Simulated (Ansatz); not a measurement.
The pair A = CH4O (SMILES CO) (first 6 atoms), B = C3H8 (SMILES CCC); geometry from B3LYP-D3(BJ)/def2-TZVP.
(charge 0, multiplicity 1):
```csv
atom,x (Å),y (Å),z (Å)
C,0.4843,0.2433,-0.2798
O,-0.5138,-0.5181,0.3832
H,0.7516,1.1470,0.2786
H,0.0681,0.5428,-1.2407
H,1.3934,-0.3402,-0.4639
H,-0.1745,-0.7962,1.2398
C,-0.3021,-1.2733,3.8610
C,-0.0233,0.0919,4.4845
C,0.3372,1.1537,3.4487
H,-0.5340,-2.0244,4.6180
H,-1.1536,-1.2264,3.1770
H,0.5674,-1.6349,3.3027
H,0.7890,0.0006,5.2113
H,-0.9023,0.4170,5.0482
H,0.5186,2.1234,3.9154
H,1.2442,0.8765,2.9040
H,-0.4645,1.2787,2.7172
```

Correlated levels freeze the cores. MP2 and its Hartree–Fock in aug-cc-pVTZ are density fitted.

Codes used: Ansatz (a quantum-chemistry and plane-wave program) with Gaussian orbitals. Values without a source in brackets are computed.

The counterpoise-corrected interaction energy is E(AB) − E(A in the pair's basis) − E(B in the pair's basis). Total energies (hartree):

```
level                          AB  A in the pair's basis  B in the pair's basis
-------------------  ------------  ---------------------  ---------------------
HF/aug-cc-pVDZ       -233.3370228           -115.0618859           -118.2765793
MP2/aug-cc-pVDZ      -234.1641220           -115.4228069           -118.7390778
HF/aug-cc-pVTZ       -233.3990053           -115.0920914           -118.3083000
MP2/aug-cc-pVTZ      -234.3924823           -115.5294076           -118.8602867
CCSD(T)/aug-cc-pVDZ  -234.2625919           -115.4566332           -118.8036085
```

Task: Work out the counterpoise-corrected interaction energy at the basis-set limit: extrapolate the MP2 correlation part as X⁻³, take Hartree–Fock from the larger set, and add the CCSD(T) − MP2 difference of aug-cc-pVDZ.

Result: 
1. Differences (1 hartree = 627.509 kcal/mol): HF/aug-cc-pVDZ 0.905; MP2/aug-cc-pVDZ -1.404; HF/aug-cc-pVTZ 0.870; MP2/aug-cc-pVTZ -1.750; CCSD(T)/aug-cc-pVDZ -1.475.
2. Correlation parts, MP2 less HF: -2.309 in aug-cc-pVDZ (X = 2), -2.619 in aug-cc-pVTZ (X = 3).
3. Limit (3³·(-2.619) − 2³·(-2.309))/(3³ − 2³) = -2.750; with HF/aug-cc-pVTZ it gives -1.880.
4. CCSD(T) less MP2 in aug-cc-pVDZ: -0.071.
Result: -1.95 kcal/mol, against -1.40 at MP2/aug-cc-pVDZ. It is an estimate of this method's limit, not of the exact value.
